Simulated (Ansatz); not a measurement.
`F/C=C(\F)C(F)F` + H₂ → `F/C=C(\F)CF` + H–F at 500 K and 1 bar (hydrogenolysis of a C–F bond).

Computed with Ansatz on PBE0-D4/def2-TZVP structures; ΔE is electronic, products minus reactants. CBS: MP2 limit from def2 TZ/QZ plus the TZ coupled-cluster correction, frozen cores. This one scheme is used for every species. Double bonds are as drawn, so ΔE can hold a change between cis and trans. One conformer a species, not always the lowest.

```csv
species,CCSD(T)/CBS energy (Eh),H − E (kJ/mol),S (J/(mol·K))
`F/C=C(\F)C(F)F`,-514.47128,176.4,401.0
H₂,-1.17544,41.0,145.5
`F/C=C(\F)CF`,-415.28050,192.5,379.2
H–F,-100.39570,39.4,188.7
```

H − E and S are ideal-gas, rigid-rotor, harmonic terms from PBE0-D4/def2-TZVP, for one conformer and one mirror image of each species. The MP2-based limit puts H₂ 0.8 mEh under its directly extrapolated value; such offsets cancel only in part. 1 Eh = 2625.50 kJ/mol, R = 8.31446 J/(mol·K).

Task: By hand: ΔE, ΔH, ΔS and ΔG.

Result: ΔE = (-415.28050) + (-100.39570) − (-514.47128) − (-1.17544) = -0.02948 Eh = -77.4 kJ/mol. Δ(H − E) = 192.5 + 39.4 − 176.4 − 41.0 = 14.5, so ΔH = -62.9 kJ/mol. ΔS = 379.2 + 188.7 − 401.0 − 145.5 = 21.4 J/(mol·K). ΔG = -62.9 − 500 × (21.4)/1000 = -73.6 kJ/mol.

Task: By hand: the equilibrium constant, and the temperature at which ΔG would vanish if ΔH and ΔS stayed fixed.

Result: log₁₀ K = −ΔG/(RT ln 10) = 7.7. ΔH and −TΔS have one sign here, so there is no such temperature.

ΔH outweighs TΔS. A doubt of 5 kJ/mol in ΔE shifts log₁₀ K by 0.5 here. Other conformers and mirror images would add mixing entropy, several J/(mol·K) or more a flexible species. These are equilibria of isolated gas molecules and say nothing of rates. Largest T1 diagnostic: 0.012 (customary marks: 0.02 for closed shells, 0.045 for open ones).
